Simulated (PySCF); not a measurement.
C6H11NO (charge +1 and doublet state).
Z-matrix (Å and degrees, GFN2-xTB geometry), rows numbered from 1:
```
C 
C   1  1.3287
C   2  1.4815  1  120.76
O   3  1.2074  2  122.96  1   -15.71
N   3  1.3923  2  117.13  1   166.26
C   5  1.4207  3  123.79  2   -12.59
C   5  1.4253  3  114.64  2   157.56
C   7  1.5388  5  114.22  3   -76.29
H   1  1.0789  2  121.22  3  -177.37
H   1  1.0790  2  122.06  3     1.19
H   2  1.0798  1  122.09  3  -177.61
H   6  1.1001  5  111.39  3    77.92
H   6  1.0904  5  111.32  3   -43.41
H   6  1.0908  5  109.60  3  -164.69
H   7  1.1052  5  105.51  3    39.23
H   7  1.0903  5  109.87  3   159.98
H   8  1.0855  7  109.29  5   177.32
H   8  1.0889  7  109.30  5   -63.80
H   8  1.0866  7  111.10  5    57.60
```

The hyperfine couplings belong to this conformer and change with its torsions.

As a line formula: `[CH2+][CH]C(=O)N(C)CC` [radical] (charge +1).

Theory: UKS B3LYP, pcH-1 on C H N O, non-relativistic, mean-field spin-orbit, GIAO (PySCF 2.14.0). Geometry: GFN2-xTB, one conformer, isolated ion. The geometry wasn't refined by DFT: couplings that depend on bond lengths, twists or pyramidal angles can differ widely from those at the functional's own minimum, by a factor of two or more for some ions and for spin on atoms past the first row. The frame is twisted about the C3–N5 bond at this geometry (dihedral C2–C3–N5–C6 = -13°); couplings at other torsion angles weren't computed. Stability of the SCF solution: not tested.

(1) Break the g tensor into its mass correction, gauge correction and orbital-Zeeman/spin–orbit terms.

(2) What are the electron Larmor frequencies g μB B/h along the three axes at 1200 mT?

(3) At 9.654 GHz, how far is the centre of the isotropic spectrum from where a free electron (g = 2.002319) resonates?

(4) How much does each term add to the isotropic shift?

(5) In a frozen sample, at which fields do the three g values resonate at 9.5, 34, 94 and 263 GHz (hyperfine left aside), and which band first spreads them over more than twice a line width of 0.3 mT?

Answers

(1) 
```csv
Δg (ppt),1,2,3
relativistic mass correction,-0.24,-0.24,-0.24
gauge correction,0.00,0.03,0.04
orbital Zeeman/spin–orbit,0.77,2.59,7.19
total,0.53,2.38,6.99
```

So g = 2.00285, 2.00470, 2.00931 and g_iso = 2.00562; the tensor is rhombic: the two nearest values differ by 29 % of g3 − g1. Axes: g3 points within 13° of the C3–O4 bond.

(2) 33.6388, 33.6699, 33.7473 GHz for g1, g2 and g3, a range of 108.5 MHz.

(3) B = hν/(g μB) with μB/h = 13.99624 MHz/mT gives 344.48 mT for the free electron and 343.91 mT at g_iso, 0.57 mT lower.

(4) The orbital-Zeeman/spin–orbit term 3.52, the mass correction -0.24 and the gauge correction 0.02 ppt, for a total of 3.30 ppt. The orbital-Zeeman/spin–orbit term is the largest in size. The mass correction is the same along every axis, so the anisotropy comes from the other two: their spans along these axes are 0.04 (gauge) and 6.41 ppt (orbital Zeeman/spin–orbit).

(5) 
```
band    GHz  B(g3) mT  B(g2) mT  B(g1) mT  spread mT
   X    9.5    337.80    338.58    338.89       1.09
   Q   34.0   1208.99   1211.76   1212.88       3.90
   W   94.0   3342.49   3350.17   3353.27      10.78
   J  263.0   9351.86   9373.35   9382.01      30.15
```

The spread grows in proportion to the frequency. X band is the first where it exceeds 0.6 mT.

The largest Mulliken spin populations are on N5 (+0.65), O4 (+0.23), C3 (-0.10) and C8 (+0.09). The angles at N5 add up to 359.3°, so it is planar.

The HOMO–LUMO gaps are 5.93 eV among the α and 1.91 eV among the β orbitals.

The SMILES draws the unpaired electron on C2; the largest computed Mulliken spin population is on N5 (0.65 against 0.04).
